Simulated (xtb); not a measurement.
xtb input:

```bash
xtb mol.xyz --gfn 2 --sp --chrg 0 --uhf 0
```
mol.xyz:
```
4

Cl    -1.42585359     1.90757646    -0.07247010
Al    -0.51905721     0.03859956    -0.01687746
Cl    -1.69372939    -1.67558948    -0.02896505
Br     1.70801870    -0.12701637     0.05553727
```

Question: What final total energy does it print?

Answer: -14.45900 Eh (GFN2-xTB).
